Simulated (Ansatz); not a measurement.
Reaction (redistribution): `O[SiH](O)N[SiH](F)F` + `BS` → `O[SiH](O)S` + `BN[SiH](F)F`

Isolated molecules relaxed with PBE0-D4/def2-TZVP in Ansatz; ΔE leaves out vibrations. CBS: MP2 limit from def2 TZ/QZ plus the TZ coupled-cluster correction, frozen cores. This one scheme is used for every species. DFT in def2-TZVPP. B3LYP here is the variant with VWN-RPA as its local correlation; programs differ in this. One conformer a species, not always the lowest.

(1) Is it downhill or uphill in electronic energy at CCSD(T)/CBS, and by how much? (Estimate.)

(2) What do these levels give: PBE-D4, r2SCAN-D4, PBE0-D4, B3LYP-D4, B3LYP, HF/def2-TZVPP, SCS-MP2/def2-TZVPP, HF/def2-QZVPP, MP2/def2-QZVPP, SCS-MP2/def2-QZVPP, MP2/CBS(def2), CCSD/CBS(def2)? (Best estimate.)

Largest T1 diagnostic among the species: 0.015.

Results:

(1) Ansatz gave: Downhill: ΔE = -0.19 eV.

(2) The calculation gave: PBE-D4 -0.23, r2SCAN-D4 -0.16, PBE0-D4 -0.21, B3LYP-D4 -0.19, B3LYP -0.23, HF/def2-TZVPP -0.19, SCS-MP2/def2-TZVPP -0.18, HF/def2-QZVPP -0.19, MP2/def2-QZVPP -0.20, SCS-MP2/def2-QZVPP -0.20, MP2/CBS(def2) -0.21, CCSD/CBS(def2) -0.19 eV.

The D4 term adds +0.04 eV with B3LYP and +0.02 eV with PBE0; it sums over pairs of atoms, weighted by their polarisabilities, and B3LYP, whose exchange is more repulsive, gets the larger term.
